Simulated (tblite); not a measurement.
C₅H₁₀AlClO₃.
Bonds: C1–C2 (double), C2–O3, O3–C4, C4–C5, C4–O6 (double), C2–O7, O7–C8, O7–Al9, Al9–Cl10. Hydrogens: H11, H12 on C1; H13, H14, H15 on C5; H16, H17, H18 on C8; H19, H20 on Al9.
Bond orders are those of one Lewis drawing.

Computed with GFN2-xTB (tblite), gas phase: L-BFGS steps from a force-field or distance-geometry start until the largest atomic force falls under 0.01 eV/Å.

Step 99: E = -917.6159 eV
```
atom  x, y, z in Å  |  force x, y, z in eV/Å
C1      0.0080   -1.3802   -1.7474   -0.024  -0.022  -0.009
C2     -0.1306   -0.4395   -0.8314    0.064  -0.002  -0.035
O3      0.8442    0.0760   -0.0169   -0.059  -0.050   0.038
C4      1.8002   -0.7154    0.5594    0.060   0.077  -0.105
C5      2.6180    0.0758    1.5266   -0.027  -0.037  -0.030
O6      1.9219   -1.8742    0.2930   -0.022  -0.097   0.032
O7     -1.2852    0.2545   -0.5665    0.100  -0.007   0.033
C8     -2.4410   -0.4902   -0.2213    0.022  -0.004  -0.019
Al9    -0.9249    2.1160   -0.0516   -0.086  -0.009  -0.068
Cl10   -0.4206    2.2254    1.9283    0.028   0.030   0.106
H11     0.9460   -1.8758   -1.9143   -0.034   0.042   0.027
H12    -0.8288   -1.6771   -2.3540    0.028  -0.007   0.037
H13     3.2557    0.7690    0.9788   -0.065  -0.017   0.026
H14     3.2324   -0.6002    2.1162   -0.019   0.052  -0.023
H15     1.9514    0.6551    2.1621    0.049   0.041  -0.002
H16    -3.1815    0.2613    0.0450   -0.090   0.008   0.044
H17    -2.2381   -1.1346    0.6348   -0.036  -0.056   0.037
H18    -2.8019   -1.0862   -1.0593    0.016   0.001  -0.075
H19     0.1057    2.4051   -1.1676    0.015   0.042   0.006
H20    -2.4361    2.4459   -0.3169    0.078   0.015  -0.020
```

Step 100: E = -917.6194 eV
```
atom  x, y, z in Å  |  force x, y, z in eV/Å
C1     -0.0002   -1.3905   -1.7298   -0.029  -0.019   0.011
C2     -0.1364   -0.4456   -0.8174    0.084   0.031  -0.072
O3      0.8454    0.0836   -0.0197   -0.063  -0.076   0.065
C4      1.8052   -0.7039    0.5581    0.087   0.087  -0.124
C5      2.6273    0.0890    1.5207   -0.036  -0.041  -0.034
O6      1.9257   -1.8637    0.2952   -0.019  -0.094   0.046
O7     -1.2881    0.2498   -0.5454    0.066  -0.078   0.021
C8     -2.4591   -0.4949   -0.2499    0.037   0.008  -0.019
Al9    -0.9039    2.1082   -0.0357   -0.129  -0.005  -0.030
Cl10   -0.3868    2.2319    1.9410    0.045   0.026   0.092
H11     0.9398   -1.8839   -1.8961   -0.062   0.050   0.013
H12    -0.8408   -1.6932   -2.3291    0.054  -0.019   0.048
H13     3.2710    0.7808    0.9776   -0.104  -0.021   0.004
H14     3.2427   -0.5888    2.1076   -0.041   0.054  -0.003
H15     1.9583    0.6687    2.1547    0.083   0.034   0.001
H16    -3.2023    0.2576    0.0057   -0.086   0.006   0.057
H17    -2.2830   -1.1546    0.6022   -0.053  -0.037  -0.009
H18    -2.8033   -1.0739   -1.1086    0.060   0.031  -0.035
H19     0.1084    2.3967   -1.1695    0.000   0.043   0.012
H20    -2.4249    2.4374   -0.2645    0.107   0.018  -0.044
```

**Question.** Estimate the geometry and energy of step 101. (The exact step hangs on the optimiser's Hessian estimate; all steps are aligned on step 100, rigid shifts and turns removed.)

**Answer.** E = -917.6231 eV, largest force 0.148 eV/Å
```
atom  x, y, z in Å  |  force x, y, z in eV/Å
C1     -0.0096   -1.3981   -1.7157   -0.022  -0.017   0.021
C2     -0.1412   -0.4501   -0.8064    0.062   0.064  -0.077
O3      0.8449    0.0889   -0.0219   -0.035  -0.073   0.077
C4      1.8083   -0.6953    0.5547    0.098   0.041  -0.103
C5      2.6328    0.0992    1.5138   -0.039  -0.042  -0.018
O6      1.9251   -1.8574    0.2978   -0.011  -0.039   0.053
O7     -1.2902    0.2446   -0.5240    0.021  -0.121  -0.003
C8     -2.4714   -0.5012   -0.2718    0.019   0.026  -0.016
Al9    -0.8836    2.1012   -0.0242   -0.141   0.007   0.024
Cl10   -0.3694    2.2445    1.9534    0.066   0.013   0.073
H11     0.9326   -1.8854   -1.8845   -0.065   0.033  -0.007
H12    -0.8547   -1.7068   -2.3051    0.065  -0.033   0.038
H13     3.2793    0.7910    0.9759   -0.107  -0.005  -0.040
H14     3.2505   -0.5786    2.0983   -0.058   0.047   0.018
H15     1.9639    0.6807    2.1474    0.096   0.013   0.001
H16    -3.2202    0.2488   -0.0215   -0.056  -0.008   0.055
H17    -2.3157   -1.1756    0.5742   -0.066  -0.024  -0.046
H18    -2.7999   -1.0643   -1.1492    0.092   0.060   0.013
H19     0.1201    2.3928   -1.1654   -0.013   0.034   0.012
H20    -2.4068    2.4317   -0.2290    0.093   0.024  -0.075
```

The energy changes by -0.0037 eV. The first-order estimate −F·Δx gives -0.0053 eV and the mean of the old and new forces, exact on a quadratic surface, -0.0037 eV. The step makes an angle of 84° with the force vector and moves no atom by more than 0.048 Å.

What follows is the cost of the whole relaxation. The run took 3.0 s on Arm Neoverse V1, one thread, shared host.
